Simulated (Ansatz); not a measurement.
Compare A (`C[SiH2][O][GeH3]`) with its isomer B (`O[CH]([SiH3])[GeH3]`).

Gas-phase electronic energies from Ansatz, PBE0-D4/def2-TZVP geometries. CBS: MP2 limit from def2 TZ/QZ plus the TZ coupled-cluster correction, frozen cores. DFT in def2-TZVPP. B3LYP here is the variant with VWN-RPA as its local correlation; programs differ in this. For Ge outer-core shells are correlated without core-valence functions, which leaves a few kJ/mol of doubt a bond. Scalar relativity is left out up to krypton. Each species was taken in one conformer, which may not be the lowest.

Task: Which isomer does CCSD(T)/CBS put lower? Give the gap. (An estimate is asked.)

Result: Computed: A, by 62.9 kcal/mol.

Task: Give E(B) − E(A) in kcal/mol with HF/def2-TZVPP, PBE-D4, r2SCAN-D4, ωB97M-V, MP2/def2-TZVPP, B3LYP, CCSD(T)/def2-TZVPP. (Best estimate.)

Result: Computed: HF/def2-TZVPP 70.7, PBE-D4 57.3, r2SCAN-D4 63.1, ωB97M-V 62.7, MP2/def2-TZVPP 65.3, B3LYP 63.6, CCSD(T)/def2-TZVPP 63.1. None reverses the order clearly.

Largest T1 diagnostic: 0.012.

The D4 term adds −0.9 kcal/mol with B3LYP and −0.4 kcal/mol with PBE0; it sums over pairs of atoms, weighted by their polarisabilities, and B3LYP, whose exchange is more repulsive, gets the larger term. In def2-TZVPP, CCSD(T) changes the Hartree–Fock value by −7.6 kcal/mol (the triples alone add −1.0 kcal/mol) and MP2 by −5.4 kcal/mol.
